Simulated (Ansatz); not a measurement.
Reaction (redistribution): `[SiH3][SiH2]CCl` + `[SiH3][SiH2][SiH2][SiH2][GeH3]` → `[SiH3][SiH2][SiH2][SiH2][SiH2][SiH3]` + `Cl[CH2][GeH3]`

Gas-phase electronic energies from Ansatz, PBE0-D4/def2-TZVP geometries. CBS: MP2 limit from def2 TZ/QZ plus the TZ coupled-cluster correction, frozen cores. Functionals use def2-TZVPP. For Ge outer-core shells are correlated without core-valence functions, which leaves a few kJ/mol of doubt a bond. Scalar relativity is left out up to krypton. One conformer a species, not always the lowest.

```
         level  ΔE (kJ/mol)
       PBE0-D4         15.0
       ωB97M-V         19.8
          PBE0         20.0
MP2/def2-TZVPP         16.7
```

Task: What does CCSD(T)/CBS give? (An estimate is asked.)

Result: Computed: +16.1 kJ/mol. The listed levels differ from it by -1.1, 3.7, 3.9, 0.6 kJ/mol.

Largest T1 diagnostic among the species: 0.014.

The D4 term adds −7.8 kJ/mol with B3LYP and −4.9 kJ/mol with PBE0; it sums over pairs of atoms, weighted by their polarisabilities, and B3LYP, whose exchange is more repulsive, gets the larger term. In def2-TZVPP, CCSD(T) changes the Hartree–Fock value by −10.5 kJ/mol (the triples alone add −1.9 kJ/mol) and MP2 by −9.7 kJ/mol.

B3LYP here is the variant with VWN-RPA as its local correlation; programs differ in this.
